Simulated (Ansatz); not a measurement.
`N=C([SiH3])S[SiH3]` and `N=C([SiH3])CI` differ in one atom or group.

Ansatz, PBE0-D4/def2-TZVP geometries, multiplicity 1. Each molecule was computed in one conformer, which needn't be the lowest.

Elements past krypton have def2 core potentials.

```csv
property,`N=C([SiH3])S[SiH3]`
HOMO energy (B3LYP/def2-TZVPP) / eV,-7.23
LUMO energy (PBE0/def2-TZVPP) / eV,-1.07
size of the dipole moment (B3LYP/def2-TZVPP) / D,1.63
HOMO energy (PBE0/def2-TZVPP) / eV,-7.46
HOMO–LUMO gap (B3LYP/def2-TZVPP) / eV,5.96
size of the dipole moment (PBE/def2-TZVPP) / D,1.48
```

(1) What does the change do to each property? (An estimate is asked.)

Results:

(1) The calculation gave: 
```csv
property,`N=C([SiH3])CI`,shift
HOMO energy (B3LYP/def2-TZVPP) / eV,-7.23,0.00
LUMO energy (PBE0/def2-TZVPP) / eV,-1.72,-0.65
size of the dipole moment (B3LYP/def2-TZVPP) / D,1.89,0.26
HOMO energy (PBE0/def2-TZVPP) / eV,-7.46,0.00
HOMO–LUMO gap (B3LYP/def2-TZVPP) / eV,5.29,-0.67
size of the dipole moment (PBE/def2-TZVPP) / D,1.84,0.36
```

Dipoles are sizes alone; their direction can turn.

B3LYP here is the variant with VWN-RPA as its local correlation; programs differ in this.

Spin–orbit coupling is left out; it splits and shifts lone-pair levels of the heavy atoms by tenths of an eV.
